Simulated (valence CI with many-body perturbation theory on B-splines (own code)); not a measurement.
# Eu48+: electric-dipole lines

Computed by relativistic CI+MBPT: five valence electrons over a frozen Dirac-Fock core [Ne], a basis of 9 s, 9 p, 8 d, 6 f, 3 g, 1 h functions for each j, with the one-electron correlation potential Σ1, the two-electron term Σ2, the three-electron term Σ3, Breit, model QED; selected CI, second order for the rest (own B-spline code, finite nucleus).

No measured spectrum was set against this ion. As an estimate, large intervals hold to a few tenths of a per cent, small ones and those within an open d or f shell to about a per cent. Among the levels kept, up to 620 cm⁻¹ of a level comes from second order outside the variational space, and about a tenth of that is noise between levels of different J, which matters for small intervals.

Lines 101 to 150 of 205 in falling wavelength, among levels below 41.649 Ry, chosen from the strongest by gf and those to the six lowest levels. Wavelengths and rates use the calculated energies. Electric multipoles are in the length gauge, E1 and E2 with the static RPA response of the core. Weak lines are less certain than strong ones. Lines between different terms over intervals too small for the method are left out, as are lines whose strength nearly cancels. The highest levels of a list are the least certain.

Levels are named by their leading jj configuration (3d3/2^4 stands for four electrons in 3d with j = 3/2), which in mixed levels can hold well under half, so a name can repeat and another be missing. Letters in brackets count levels of one name in rising energy.

```
λ vac (Å)                               Upper                               Lower   A (s⁻¹)  S (a.u.)
    58.11  (3s^2 3p1/2 3p3/2 3d5/2) J=7/2 [a]          (3s^2 3p1/2 3p3/2^2) J=5/2  4.95e+08  3.84e-04
    57.69  (3s 3p1/2^2 3p3/2 3d5/2) J=5/2 [b]  (3s^2 3p1/2 3p3/2 3d3/2) J=3/2 [a]  1.79e+09  1.02e-03
    57.59      (3s^2 3p3/2^2 3d3/2) J=3/2 [b]                (3s^2 3p3/2^3) J=3/2  1.92e+09  7.23e-04
    57.49  (3s^2 3p1/2 3p3/2 3d3/2) J=3/2 [b]          (3s^2 3p1/2 3p3/2^2) J=5/2  5.22e+08  1.96e-04
    57.28  (3s 3p1/2^2 3p3/2 3d5/2) J=3/2 [a]          (3s 3p1/2^2 3p3/2^2) J=1/2  7.64e+09  2.83e-03
    57.23  (3s 3p1/2^2 3p3/2 3d5/2) J=3/2 [a]          (3s 3p1/2^2 3p3/2^2) J=3/2  2.02e+10  7.46e-03
    56.70  (3s^2 3p1/2 3p3/2 3d3/2) J=5/2 [b]          (3s^2 3p1/2 3p3/2^2) J=3/2  3.64e+09  1.97e-03
    56.39          (3s^2 3p3/2^2 3d5/2) J=1/2                (3s^2 3p3/2^3) J=3/2  2.27e+10  4.02e-03
    56.23  (3s^2 3p1/2 3p3/2 3d5/2) J=3/2 [a]          (3s^2 3p1/2 3p3/2^2) J=5/2  5.99e+09  2.10e-03
    55.23  (3s^2 3p1/2 3p3/2 3d5/2) J=5/2 [a]          (3s^2 3p1/2 3p3/2^2) J=5/2  3.41e+10  1.70e-02
    54.97  (3s^2 3p1/2 3p3/2 3d3/2) J=3/2 [b]          (3s^2 3p1/2 3p3/2^2) J=3/2  8.86e+06  2.91e-06
    54.91  (3s^2 3p1/2 3p3/2 3d3/2) J=1/2 [b]          (3s^2 3p1/2 3p3/2^2) J=3/2  3.68e+09  6.02e-04
    53.82  (3s^2 3p1/2 3p3/2 3d5/2) J=3/2 [a]          (3s^2 3p1/2 3p3/2^2) J=3/2  4.82e+10  1.48e-02
    53.22  (3s 3p1/2^2 3p3/2 3d5/2) J=5/2 [a]          (3s 3p1/2^2 3p3/2^2) J=5/2  6.39e+10  2.85e-02
    53.19          (3s^2 3p1/2^2 3d5/2) J=5/2          (3s^2 3p1/2^2 3p3/2) J=3/2  8.58e+10  3.82e-02
    52.90  (3s^2 3p1/2 3p3/2 3d5/2) J=5/2 [a]          (3s^2 3p1/2 3p3/2^2) J=3/2  1.46e+10  6.41e-03
    52.48      (3s 3p1/2^2 3p3/2 3d5/2) J=1/2          (3s 3p1/2^2 3p3/2^2) J=1/2  1.45e+11  2.07e-02
    52.44      (3s 3p1/2^2 3p3/2 3d5/2) J=1/2          (3s 3p1/2^2 3p3/2^2) J=3/2  1.46e+10  2.08e-03
    52.05  (3s^2 3p1/2 3p3/2 3d5/2) J=3/2 [b]          (3s^2 3p1/2 3p3/2^2) J=1/2  1.18e+11  3.28e-02
    52.00  (3s 3p1/2^2 3p3/2 3d3/2) J=5/2 [a]          (3s^2 3p1/2^2 3d5/2) J=5/2  6.31e+07  2.63e-05
    51.60  (3s 3p1/2^2 3p3/2 3d3/2) J=3/2 [a]          (3s^2 3p1/2^2 3d5/2) J=5/2  3.64e+08  9.88e-05
    51.46      (3s^2 3p1/2 3p3/2 3d5/2) J=1/2          (3s^2 3p1/2 3p3/2^2) J=1/2  1.83e+11  2.46e-02
    51.45  (3s 3p1/2^2 3p3/2 3d5/2) J=3/2 [a]          (3s 3p1/2^2 3p3/2^2) J=5/2  2.18e+10  5.86e-03
    51.44  (3s 3p1/2^2 3p3/2 3d5/2) J=7/2 [a]          (3s 3p1/2^2 3p3/2^2) J=5/2  1.32e+11  7.10e-02
    51.41  (3s 3p1/2^2 3p3/2 3d5/2) J=5/2 [b]          (3s 3p1/2^2 3p3/2^2) J=3/2  2.16e+11  8.70e-02
    51.12  (3s 3p1/2^2 3p3/2 3d5/2) J=3/2 [b]          (3s 3p1/2^2 3p3/2^2) J=1/2  9.66e+10  2.55e-02
    51.09  (3s 3p1/2^2 3p3/2 3d5/2) J=3/2 [b]          (3s 3p1/2^2 3p3/2^2) J=3/2  1.76e+10  4.62e-03
    50.88  (3s^2 3p1/2 3p3/2 3d5/2) J=7/2 [b]          (3s^2 3p1/2 3p3/2^2) J=5/2  2.31e+11  1.20e-01
    50.68  (3s^2 3p1/2 3p3/2 3d5/2) J=5/2 [b]          (3s^2 3p1/2 3p3/2^2) J=5/2  4.92e+10  1.90e-02
    50.44      (3s 3p1/2^2 3p3/2 3d3/2) J=7/2          (3s^2 3p1/2^2 3d5/2) J=5/2  5.48e+09  2.78e-03
    49.48  (3s^2 3p1/2 3p3/2 3d5/2) J=3/2 [b]          (3s^2 3p1/2 3p3/2^2) J=5/2  4.40e+10  1.05e-02
    48.71  (3s^2 3p1/2 3p3/2 3d5/2) J=5/2 [b]          (3s^2 3p1/2 3p3/2^2) J=3/2  3.64e+11  1.25e-01
    48.66  (3s 3p1/2^2 3p3/2 3d5/2) J=7/2 [b]          (3s 3p1/2^2 3p3/2^2) J=5/2  1.02e+11  4.64e-02
    47.60  (3s^2 3p1/2 3p3/2 3d5/2) J=3/2 [b]          (3s^2 3p1/2 3p3/2^2) J=3/2  1.45e+09  3.09e-04
    47.53  (3s 3p1/2^2 3p3/2 3d3/2) J=3/2 [b]          (3s^2 3p1/2^2 3d5/2) J=5/2  4.36e+09  9.25e-04
    47.11      (3s^2 3p1/2 3p3/2 3d5/2) J=1/2          (3s^2 3p1/2 3p3/2^2) J=3/2  6.40e+10  6.60e-03
    46.69  (3s 3p1/2^2 3p3/2 3d5/2) J=5/2 [b]          (3s 3p1/2^2 3p3/2^2) J=5/2  2.95e+10  8.89e-03
    46.43  (3s 3p1/2^2 3p3/2 3d5/2) J=3/2 [b]          (3s 3p1/2^2 3p3/2^2) J=5/2  2.59e+10  5.11e-03
    45.45  (3s 3p1/2^2 3p3/2 3d3/2) J=5/2 [b]          (3s^2 3p1/2^2 3d5/2) J=5/2  3.78e+09  1.05e-03
    44.21        (3s 3p1/2 3p3/2^3) J=3/2 [a]          (3s^2 3p1/2 3p3/2^2) J=1/2  1.58e+10  2.69e-03
    43.48  (3s 3p1/2^2 3p3/2 3d3/2) J=5/2 [a]          (3s^2 3p1/2^2 3d3/2) J=3/2  1.08e+09  2.62e-04
    43.20  (3s 3p1/2^2 3p3/2 3d3/2) J=3/2 [a]          (3s^2 3p1/2^2 3d3/2) J=3/2  9.84e+09  1.57e-03
    43.00  (3s 3p1/2^2 3p3/2 3d3/2) J=1/2 [a]          (3s^2 3p1/2^2 3d3/2) J=3/2  1.06e+09  8.29e-05
    42.71  (3s 3p1/2^2 3p3/2 3d5/2) J=5/2 [a]          (3s^2 3p1/2^2 3d5/2) J=5/2  7.16e+10  1.65e-02
    42.68          (3s 3p1/2^2 3p3/2^2) J=5/2          (3s^2 3p1/2^2 3p3/2) J=3/2  1.18e+11  2.71e-02
    42.34        (3s 3p1/2 3p3/2^3) J=3/2 [a]          (3s^2 3p1/2 3p3/2^2) J=5/2  2.08e+10  3.12e-03
    41.56  (3s 3p1/2^2 3p3/2 3d5/2) J=3/2 [a]          (3s^2 3p1/2^2 3d5/2) J=5/2  4.29e+10  6.08e-03
    41.55  (3s 3p1/2^2 3p3/2 3d5/2) J=7/2 [a]          (3s^2 3p1/2^2 3d5/2) J=5/2  1.54e+10  4.36e-03
    40.96          (3s^2 3p1/2 3d3/2^2) J=5/2          (3s^2 3p1/2^2 3d5/2) J=5/2  3.99e+07  8.13e-06
    40.96        (3s 3p1/2 3p3/2^3) J=3/2 [a]          (3s^2 3p1/2 3p3/2^2) J=3/2  3.76e+11  5.10e-02
```
